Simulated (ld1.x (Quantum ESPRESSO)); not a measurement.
## u(r) = r·R(r): atom against pseudo-atom (carbon (C))

Columns: radius, all-electron u(r) and pseudo u(r) of the 2p shell (level -5.51 eV) of carbon in the configuration [He] 2s1.5 2p2.5; PBE, scalar-relativistic, ultrasoft scheme, ld1.x (Quantum ESPRESSO) 7.5.

| r (bohr) | all-electron | pseudo |
| --- | --- | --- |
| 0.072 | 0.0267 | 0.0087 |
| 0.145 | 0.0885 | 0.0347 |
| 0.217 | 0.1643 | 0.0757 |
| 0.290 | 0.2451 | 0.1305 |
| 0.362 | 0.3223 | 0.1945 |
| 0.435 | 0.3947 | 0.2659 |
| 0.507 | 0.4585 | 0.3390 |
| 0.580 | 0.5150 | 0.4121 |
| 0.652 | 0.5627 | 0.4800 |
| 0.725 | 0.6037 | 0.5419 |
| 0.798 | 0.6373 | 0.5948 |
| 0.870 | 0.6636 | 0.6371 |
| 0.942 | 0.6834 | 0.6691 |
| 1.015 | 0.6976 | 0.6917 |
| 1.088 | 0.7066 | 0.7054 |
| 1.160 | 0.7107 | 0.7116 |
| 1.232 | 0.7110 | 0.7121 |
| 1.305 | 0.7077 | 0.7084 |
| 1.378 | 0.7015 | 0.7017 |
| 1.450 | 0.6929 | 0.6929 |
| 1.522 | 0.6823 | 0.6823 |
| 1.595 | 0.6698 | 0.6698 |
| 1.668 | 0.6559 | 0.6559 |
| 1.740 | 0.6411 | 0.6411 |
| 1.812 | 0.6255 | 0.6255 |
| 1.885 | 0.6090 | 0.6090 |

Question: How many radial nodes do the two functions have?

Answer: The all-electron 2p function has n − l − 1 = 0; the pseudo-wave has 0.

Question: At about which radius was the pseudo-wave matched?

Answer: 1.45 bohr, where the columns begin to agree (steps of 0.07 bohr).

Question: Is the pseudo-wave norm-conserving?

Answer: No, it belongs to an ultrasoft set: the norm inside the radius is not constrained, and the difference is carried by the augmentation charge.
